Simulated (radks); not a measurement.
Results of a calculation; reference values are marked as such.
Q: Ru16+, configuration [Ar] 3d10. Code: a radial shooting solver on a logarithmic mesh with Libxc functionals. Model: scalar-relativistic Kohn-Sham, SCAN, spin-polarised, spherical densities, finite nucleus; meta-GGA in the generalised Kohn-Sham scheme; Fermi nuclear charge, rms radius 4.4809 fm. Some entries of the table are withheld. Estimate them.

orbital  occ.  eigenvalue (eV)  <1/r> (bohr^-1)  <r> (bohr)
1s          2        -22380.12            45.87     0.03344
2s          2        -3561.772              (1)      0.1454
2p          6              (2)            10.07         (3)
3s          2        -935.1142            3.646         (4)
3p          6        -823.7561            3.477      0.3962
3d         10        -646.6680            3.262      0.3731

A: 
(1) 2s <1/r> (bohr^-1): 10.40
(2) 2p eigenvalue (eV): -3228.384
(3) 2p <r> (bohr): 0.1268
(4) 3s <r> (bohr): 0.3973
